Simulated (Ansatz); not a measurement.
Frontier orbitals of CH$_{5}$ClGeO$_{2}$, SMILES `C[O][GeH]([OH])[Cl]`.

Z-matrix (Å, degrees):
```
C
O 1 1.413
H 1 1.095 2 111.8
H 1 1.097 2 111.8 3 -122.2
H 1 1.091 2 107.5 3 119.1
Ge 2 1.758 1 121.0 3 58.0
Cl 6 2.153 2 107.2 1 -52.2
O 6 1.750 2 106.3 1 -170.6
H 6 1.526 2 114.8 1 69.1
H 8 0.961 6 112.6 2 47.6
```

Charge 0, multiplicity 1. Correlated methods include outer-core shells of Ge, which these sets cover unevenly. Scalar relativity is left out up to krypton. Geometry: relaxed with PBE0-D4/def2-TZVP. It is one conformer, not always the lowest. Basis def2-TZVPP, Ansatz 0.2.0.

```
 functional  HOMO (eV)  LUMO (eV)  gap (eV)
LDA (SPW92)      -6.96      -1.32      5.64
        PBE      -6.82      -1.05      5.77
     revPBE      -6.76      -0.95      5.81
     r2SCAN      -7.18      -0.68      6.50
     B97M-V      -7.31      -0.75      6.56
       PBE0      -8.43      -0.02      8.41
    r2SCAN0      -8.69       0.22      8.91
      BHLYP      -9.99       0.96     10.95
    LC-ωPBE     -11.24       2.32     13.56
    ωB97M-V     -10.83       1.89     12.72
         HF     -12.42       3.50     15.92
```

Against PBE, PBE0 changes HOMO and LUMO by −1.61 and +1.04 eV, ωB97M-V by −4.01 and +2.95 eV. A gap of 5.76 eV thus becomes 12.72 eV for the same molecule, so an orbital gap means little without its functional. A positive LUMO is unbound and depends on the basis.

LC-ωPBE has ω = 0.4 bohr⁻¹.
